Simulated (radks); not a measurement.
Problem. The table gives one normalised radial function P(r) = r R(r) of Sn3+ in [Kr] 4d10 5s(up 0.5, down 0.5) (r in bohr). Method: scalar-relativistic Kohn-Sham, PBE, spin-polarised, spherical densities, finite nucleus; Fermi nuclear charge, rms radius 4.6519 fm; computed with a radial shooting solver on a logarithmic mesh with Libxc functionals.

r,P
0.001008,0.0555
0.001154,0.0624
0.001333,0.0707
0.001527,0.0794
0.001764,0.0897
0.002021,0.1004
0.002334,0.1129
0.002674,0.1258
0.003088,0.1406
0.003538,0.1556
0.004086,0.1726
0.004681,0.1894
0.005407,0.2078
0.006194,0.2254
0.007154,0.2436
0.008196,0.2598
0.009465,0.2747
0.01084,0.2857
0.01252,0.2926
0.01435,0.2929
0.01657,0.2846
0.01898,0.2668
0.02175,0.2373
0.02512,0.1915
0.02878,0.1333
0.03324,0.0557
0.03808,-0.0314
0.04397,-0.1345
0.05038,-0.2363
0.05818,-0.3391
0.06666,-0.4197
0.07698,-0.4726
0.0882,-0.4776
0.1019,-0.4221
0.1167,-0.3057
0.1348,-0.1180
0.1544,0.1042
0.1783,0.3549
0.2043,0.5644
0.2359,0.7065
0.2703,0.7226
0.3122,0.5876
0.3577,0.3188
0.4098,-0.0535
0.4732,-0.4938
0.5422,-0.8762
0.6262,-1.1693
0.7174,-1.2939
0.8285,-1.2562
0.9492,-1.0922
1.096,-0.8431
1.256,-0.5957
1.45,-0.3688
1.662,-0.2098
1.919,-0.1015
2.199,-0.0447
2.539,-0.0160
2.909,-0.0051
3.36,-0.0012
3.849,-0.0003
4.445,0.0000
5.093,0.0000
5.882,0.0000
6.739,0.0000

Which n and l does it have? It may be an empty orbital.

Solution. n = 4, l = 0: the number of nodes gives n - l - 1 = 3, the rise at small r (about r^(l+1), flatter next to the nucleus through relativity) gives l, and the extent must fit the shell. The curve is that of 4s. 4s: eigenvalue -163.43 eV, 3 radial nodes at r = 0.0363, 0.145, 0.402 bohr, <r> = 0.818 bohr, 90 % of the charge inside 1.18 bohr.
